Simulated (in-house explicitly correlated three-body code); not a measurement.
Computed with an exponentially correlated three-body code. Model: two electrons around a point charge, non-relativistic, variational in 260 exponentially correlated functions (energies converged to about 1e-7 hartree, or 1e-8 relative for large Z).

Command:
```bash
python run_hyl.py task.json out
```
Settings (lengths in bohr, energies in hartree):
```
Z                      8
screening              2.4
interaction_strength   1
functions              260
states_tried           13
```

Run time, properties included: 26 s on 1 thread of Intel(R) Xeon(R) 6975P-C (Granite Rapids), with other jobs on the host.

**Those bound S and P states to n = 4 that converged, binding against the one-electron ion.**

Given: nuclear charge 8; Yukawa screening of all interactions 2.4 1/bohr.

Computed: one-electron threshold -16.4888695 hartree.

```csv
term,energy (hartree),binding (eV)
1 1S,-30.1733315,372.37
```

**Converged states only, values per electron or pair (inverse distances are <exp(-kr)/r>).**

| term | mean r (bohr) | mean r squared (bohr²) | mean inverse r (1/bohr) | mean r12 (bohr) | mean inverse r12 (1/bohr) | mean cosine | mean p1 dot p2 (bohr⁻²) | delta r1 (bohr⁻³) | delta r12 (bohr⁻³) |
| --- | --- | --- | --- | --- | --- | --- | --- | --- | --- |
| 1 1S | 0.21179 | 0.061243 | 5.3682 | 0.31344 | 2.668 | -0.01517 | 0.77043 | 134.21 | 13.395 |

**Static dipole response.**

| state | polarisability (bohr³) |
| --- | --- |
| 1 1S | 0.0038325 |
